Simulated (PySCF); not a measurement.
**SMILES C=P(C)(C)N([SiH3])[SiH3], C₃H₁₄NPSi₂**

Geometry (Å), atoms numbered from 1 in this order:
```xyz
21

C    -0.531   -0.989   -1.660
P    -0.676   -0.105   -0.147
C    -1.510    1.521   -0.244
C    -1.498   -0.984    1.232
N     0.908    0.072    0.140
Si    1.685    0.884    1.448
Si    1.617   -0.768   -1.343
H    -0.990   -1.977   -1.582
H    -1.017   -0.449   -2.474
H    -2.574    1.397   -0.443
H    -1.046    2.077   -1.058
H    -1.367    2.065    0.689
H    -1.333   -0.441    2.162
H    -1.046   -1.972    1.310
H    -2.566   -1.082    1.042
H     2.387    2.065    0.947
H     2.576   -0.050    2.131
H     0.620    1.314    2.373
H     1.642    0.138   -2.504
H     3.028   -0.475   -0.887
H     1.682   -2.224   -1.134
```

Method: PySCF, GIAO KT3/pcSseg-1 magnetisability, rotational g tensor and spin-rotation constants, non-relativistic, gas phase. Geometry: GFN2-xTB.

(1) Give the nuclear spin-rotation constants along the inertial axes (H = +C I·J) beside the isotropic shieldings.

(2) How do the rotational constants and the g tensor change when H8, H9, H10, H11, H12, H13, H14, H15, H16, H17, H18, H19, H20, H21 are replaced by deuterium?

## Answers

(1) Rotational constants 1.5894, 1.4258, 0.9808 GHz. A star marks the isotopologue with that one atom substituted, in its own axes.
| atom | isotope | Caa (kHz) | Cbb (kHz) | Ccc (kHz) | mean (kHz) | σ (ppm) |
| --- | --- | --- | --- | --- | --- | --- |
| P2 | 31P | 2.340 | 2.280 | 1.610 | 2.077 | 325.1 |
| N5 | 14N | 0.072 | 0.060 | 0.057 | 0.063 | 216.6 |
| H8 | 1H | -0.118 | -0.138 | -0.024 | -0.093 | 30.4 |
| H9 | 1H | -0.120 | -0.139 | -0.022 | -0.094 | 30.5 |
| H10 | 1H | 0.040 | -0.172 | -0.110 | -0.080 | 30.4 |
| H11 | 1H | -0.170 | -0.130 | -0.006 | -0.102 | 30.3 |
| H12 | 1H | -0.153 | 0.017 | -0.107 | -0.081 | 29.7 |
| H13 | 1H | -0.149 | 0.014 | -0.106 | -0.080 | 29.6 |
| H14 | 1H | -0.175 | -0.129 | -0.004 | -0.103 | 30.4 |
| H15 | 1H | 0.040 | -0.171 | -0.110 | -0.080 | 30.4 |
| H16 | 1H | -0.081 | -0.130 | 0.015 | -0.066 | 27.2 |
| H17 | 1H | -0.059 | -0.129 | 0.001 | -0.062 | 27.1 |
| H18 | 1H | -0.080 | 0.020 | -0.097 | -0.052 | 27.5 |
| H19 | 1H | -0.145 | -0.070 | 0.045 | -0.057 | 26.1 |
| H20 | 1H | 0.085 | -0.087 | -0.087 | -0.030 | 27.0 |
| H21 | 1H | -0.144 | -0.069 | 0.043 | -0.056 | 26.1 |
| C1 | 13C* | 0.222 | 0.234 | 0.203 | 0.220 | 151.2 |
| C3 | 13C* | 0.234 | 0.222 | 0.135 | 0.197 | 165.2 |
| Si6 | 29Si* | -0.848 | -0.759 | -0.535 | -0.714 | 428.9 |

For the geometry as given, no vibrational averaging.

(2) Constants 1.3030, 1.1724, 0.8338 GHz; g -0.0190, -0.0202, -0.0146, against -0.0230, -0.0245, -0.0171 before.
